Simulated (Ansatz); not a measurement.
Start from `[GeH3][C]1=CC1` and change one atom or group to get `[SnH3][CH2]C1=CC1`.

Ansatz, PBE0-D4/def2-TZVP geometries, multiplicity 1. Each molecule was computed in one conformer, which needn't be the lowest.

Elements past krypton have def2 core potentials. Scalar relativity is left out up to krypton.

```csv
property,`[GeH3][C]1=CC1`
size of the dipole moment (PBE/def2-TZVPP) / D,0.42
HOMO–LUMO gap (B3LYP/def2-TZVPP) / eV,6.47
HOMO energy (PBE0/def2-TZVPP) / eV,-7.23
LUMO energy (B3LYP/def2-TZVPP) / eV,-0.55
size of the dipole moment (ωB97M-V/def2-TZVPP) / D,0.46
HOMO energy (ωB97M-V/def2-TZVPP) / eV,-9.43
```

(1) Give the same properties after the change, and the shifts. (Estimate.)

Results:

(1) Ansatz gave: 
| property | `[SnH3][CH2]C1=CC1` | shift |
| --- | --- | --- |
| size of the dipole moment (PBE/def2-TZVPP) / D | 0.94 | 0.52 |
| HOMO–LUMO gap (B3LYP/def2-TZVPP) / eV | 5.91 | -0.56 |
| HOMO energy (PBE0/def2-TZVPP) / eV | -6.51 | 0.72 |
| LUMO energy (B3LYP/def2-TZVPP) / eV | -0.42 | 0.13 |
| size of the dipole moment (ωB97M-V/def2-TZVPP) / D | 0.95 | 0.49 |
| HOMO energy (ωB97M-V/def2-TZVPP) / eV | -8.64 | 0.79 |

With PBE0 the HOMO rises by 0.72 eV and the LUMO rises by 0.16 eV, so the gap narrows by about 0.56 eV. PBE moves the HOMO by 0.64 eV and ωB97M-V by 0.79 eV. Dipoles are sizes alone; their direction can turn.

B3LYP here is the variant with VWN-RPA as its local correlation; programs differ in this.
